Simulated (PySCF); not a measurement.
Molecule: `C(OC)[NH2+][BH2-]P`, C2H11BNOP.

Cartesian coordinates in Å; atom numbers follow the order of the lines, from 1:
```xyz
17

C     2.8304   -0.2239   -0.5404
O     2.0935    0.1184    0.6026
C     0.8353    0.6282    0.3648
N    -0.1727   -0.4192    0.1218
B    -1.6781    0.1522   -0.1233
P    -2.8541   -1.4401   -0.1199
H     3.8361   -0.5143   -0.2104
H     2.3943   -1.0796   -1.0913
H     2.9173    0.6297   -1.2378
H     0.5076    1.1792    1.2562
H     0.8042    1.3091   -0.5041
H    -0.1923   -1.0649    0.9172
H     0.0945   -0.9866   -0.6860
H    -1.6270    0.8006   -1.1579
H    -1.9303    0.8333    0.8617
H    -4.0843   -0.7664    0.1292
H    -3.1055   -1.6047   -1.5183
```

Geometry PBE0-D3(BJ)/def2-SVP throughout; GIAO in PySCF 2.14, gas phase, one conformer, non-relativistic; equivalent atoms averaged; basis pcSseg-1.

(1) How do the shifts δ (against TMS, H2O, NH3, BF3·OEt2, H3PO4 at the same level) depend on the functional? (a selection of nuclei; ppm; last column core-seconds on shared hosts with different chips, so compare them loosely; the GGAs took longer than the global hybrids here, which isn't the general rule, and the cause wasn't traced)

(2) Which nucleus among those listed moves most, in ppm?

Results:

(1) 
| functional | kind | C3 | O2 | N4 | B5 | P6 | H10/H11 | H7/H8/H9 | H12/H13 | H14/H15 | core-s |
| --- | --- | --- | --- | --- | --- | --- | --- | --- | --- | --- | --- |
| HF | Hartree–Fock | 74.1 | 12.7 | 63.7 | -16.5 | -212.0 | 3.91 | 3.19 | 2.85 | 2.09 | 8.9 |
| LDA | LDA | 89.7 | 57.3 | 92.0 | -26.4 | -263.5 | 4.36 | 3.51 | 2.95 | 2.52 | 22 |
| PBE | GGA | 86.8 | 56.9 | 86.9 | -25.2 | -239.4 | 4.29 | 3.44 | 2.91 | 2.43 | 26 |
| BLYP | GGA | 88.1 | 61.8 | 91.2 | -22.7 | -225.2 | 4.32 | 3.46 | 2.91 | 2.36 | 26 |
| BP86 | GGA | 86.9 | 53.7 | 84.6 | -24.5 | -238.4 | 4.29 | 3.44 | 2.90 | 2.43 | 26 |
| OPBE | GGA | 81.9 | 50.0 | 76.8 | -25.6 | -230.9 | 4.22 | 3.36 | 2.98 | 2.40 | 29 |
| KT2 | GGA | 85.3 | 55.3 | 83.2 | -23.2 | -232.2 | 4.27 | 3.41 | 2.86 | 2.47 | 27 |
| KT3 | GGA | 83.1 | 56.3 | 81.1 | -22.3 | -214.8 | 4.23 | 3.36 | 2.94 | 2.35 | 26 |
| B97-D | GGA | 84.8 | 53.1 | 82.8 | -21.6 | -220.0 | 4.29 | 3.43 | 2.94 | 2.35 | 26 |
| B3LYP | global hybrid | 85.3 | 49.1 | 84.2 | -21.5 | -228.5 | 4.20 | 3.38 | 2.90 | 2.29 | 17 |
| PBE0 | global hybrid | 83.5 | 42.0 | 78.4 | -23.5 | -241.3 | 4.15 | 3.34 | 2.88 | 2.34 | 20 |
| mPW1PW91 | global hybrid | 83.3 | 41.4 | 77.6 | -23.0 | -238.4 | 4.14 | 3.33 | 2.89 | 2.32 | 17 |
| WP04 | global hybrid | 84.6 | 44.2 | 72.5 | -17.8 | -192.6 | 4.10 | 3.22 | 3.04 | 1.91 | 17 |
| B97-2 | global hybrid | 82.5 | 42.1 | 76.7 | -22.1 | -230.8 | 4.15 | 3.33 | 2.90 | 2.30 | 16 |
| BHandHLYP | global hybrid | 81.3 | 34.6 | 76.3 | -19.5 | -225.9 | 4.07 | 3.29 | 2.88 | 2.19 | 16 |
| CAM-B3LYP | range-separated hybrid | 84.6 | 42.8 | 82.1 | -22.4 | -237.6 | 4.16 | 3.37 | 2.86 | 2.26 | 23 |
| wB97X-D | range-separated hybrid | 83.3 | 36.4 | 75.7 | -23.2 | -242.9 | 4.12 | 3.33 | 2.85 | 2.28 | 23 |
| LC-wPBE | range-separated hybrid | 82.2 | 30.4 | 71.3 | -26.2 | -252.6 | 4.08 | 3.31 | 2.81 | 2.23 | 31 |

(2) P6 (phosphorus bonded to B, 2 H): from -263.5 ppm with LDA to -192.6 ppm with WP04. The smallest spread is 0.24 ppm, at H12/H13. Proton shifts span only some 12 ppm, so a few tenths of a ppm matter as much there as several ppm in carbon.
